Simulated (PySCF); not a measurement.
BrCs, septet, at the geometry of the source list (a higher spin typed on purpose: for a closed-shell molecule this is an excited state) (core potentials on Cs); HF/def2-SV(P) run with PySCF.

Input for PySCF:
```python
from pyscf import gto, scf

mol = gto.M(
    atom='''
Cs   -1.02520000   -0.71830000   -0.87230000
Br    1.02520000    0.71830000    0.87230000
''',
    basis='def2-sv(p)',
    ecp={'Cs': 'def2-sv(p)'},
    spin=6,
    verbose=4,
)

mf = scf.UHF(mol)
mf.kernel()
```

Task: Predict the main parts of the log of this PySCF run.

Result: 
```
PySCF version 2.14.0

[INPUT] verbose = 4
[INPUT] num. atoms = 2
[INPUT] num. electrons = 44
[INPUT] charge = 0
[INPUT] spin (= nelec alpha-beta = 2S) = 6
[INPUT] symmetry False subgroup None
[INPUT] Mole.unit = angstrom
[INPUT] Symbol           X                Y                Z      unit          X                Y                Z       unit  Magmom
[INPUT]  1 Cs    -1.025200000000  -0.718300000000  -0.872300000000 AA   -1.937347222904  -1.357390275275  -1.648408098458 Bohr   0.0
[INPUT]  2 Br     1.025200000000   0.718300000000   0.872300000000 AA    1.937347222904   1.357390275275   1.648408098458 Bohr   0.0

nuclear repulsion = 54.6260490401001
number of shells = 22
number of NR pGTOs = 109
number of NR cGTOs = 56
basis = def2-sv(p)
ecp = {'Cs': 'def2-sv(p)'}

******** <class 'pyscf.scf.uhf.UHF'> ********
method = UHF
initial guess = minao
damping factor = 0
level_shift factor = 0
DIIS = <class 'pyscf.scf.diis.CDIIS'>
diis_start_cycle = 1
diis_space = 8
diis_damp = 0
SCF conv_tol = 1e-09
SCF conv_tol_grad = None
SCF max_cycles = 50
direct_scf = True
direct_scf_tol = 1e-13
number electrons alpha = 25  beta = 19
Set gradient conv threshold to 3.16228e-05
init E= -2587.39179088262

cycle= 1 E= -2590.84730738361  delta_E= -3.46  |g|= 0.519  |ddm|= 2.41

cycle= 2 E= -2591.0303626253  delta_E= -0.183  |g|= 0.387  |ddm|= 2.39

cycle= 3 E= -2591.1495448664  delta_E= -0.119  |g|= 0.0684  |ddm|= 0.903

cycle= 4 E= -2591.16736414001  delta_E= -0.0178  |g|= 0.0325  |ddm|= 0.358

cycle= 5 E= -2591.17555185254  delta_E= -0.00819  |g|= 0.0179  |ddm|= 0.29

cycle= 6 E= -2591.17869546904  delta_E= -0.00314  |g|= 0.00896  |ddm|= 0.219

cycle= 7 E= -2591.17949163149  delta_E= -0.000796  |g|= 0.00287  |ddm|= 0.159

cycle= 8 E= -2591.17952809363  delta_E= -3.65e-05  |g|= 0.0011  |ddm|= 0.0331

cycle= 9 E= -2591.17953234683  delta_E= -4.25e-06  |g|= 0.000411  |ddm|= 0.0121

cycle= 10 E= -2591.17953310955  delta_E= -7.63e-07  |g|= 0.000116  |ddm|= 0.00377

cycle= 11 E= -2591.17953314742  delta_E= -3.79e-08  |g|= 2.53e-05  |ddm|= 0.000706

cycle= 12 E= -2591.1795331499  delta_E= -2.48e-09  |g|= 8.24e-06  |ddm|= 0.000336

cycle= 13 E= -2591.17953315014  delta_E= -2.46e-10  |g|= 3.04e-06  |ddm|= 8.35e-05

Extra cycle  E= -2591.17953315017  delta_E= -2.96e-11  |g|= 1.67e-06  |ddm|= 1.64e-05
converged SCF energy = -2591.17953315017  <S^2> = 12.001829  2S+1 = 7.0005225
```
